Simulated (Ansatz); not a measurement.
```yaml
crystal:
  periodic: [false, false, false]
  atoms:
    - {symbol: B, position_ang: [-0.417733, 1.406048, 0.335959]}
    - {symbol: C, position_ang: [-1.250654, 0.162644, 0.758308]}
    - {symbol: S, position_ang: [0.516006, -0.261215, 1.142091]}
    - {symbol: Si, position_ang: [1.156983, -1.068846, -0.756020]}
    - {symbol: H, position_ang: [-0.089378, 1.521544, -0.812893]}
    - {symbol: H, position_ang: [-0.283659, 2.317434, 1.097653]}
    - {symbol: H, position_ang: [-1.789729, 0.154156, 1.701971]}
    - {symbol: H, position_ang: [-1.669471, -0.529356, 0.033899]}
    - {symbol: H, position_ang: [0.008348, -1.004671, -1.688096]}
    - {symbol: H, position_ang: [1.576563, -2.477881, -0.546615]}
    - {symbol: H, position_ang: [2.308126, -0.276858, -1.245656]}
basis:
  gaussian: {orbitals: "6-31++G**"}
magnetization: {spin_polarized: true, initial_magnetization: 2}
hamiltonian: {xc: {name: RPBE}, dispersion: d4}
accuracy: high
outputs: {forces: true}
output: {forces: true}
```

```sh
$ ansatz run in.yaml --threads 2 --pin off --events-out ev --progress --plain --max-ram 4352MiB
```

(1) How does Ansatz answer? (Estimate.)

Results:

(1) The calculation gave: The input was rejected before any iteration.
```
Error: YAML parse error: error: line 20 column 1: unknown field `outputs`, expected one of crystal, accuracy, basis, kpoints, hamiltonian, magnetization, projection, total_charge, correlation, batch, efield, external_charges, scf, relax, neb, saddle, md, ramp, phonons, dielectric, real_time, elastic, magnetic_configurations, gw, evaluate, workflow, output, checkpoint, execution
18 | hamiltonian: {xc: {name: RPBE}, dispersion: d4}
19 | accuracy: high
20 | outputs: {forces: true}
21 | output: {forces: true}
```
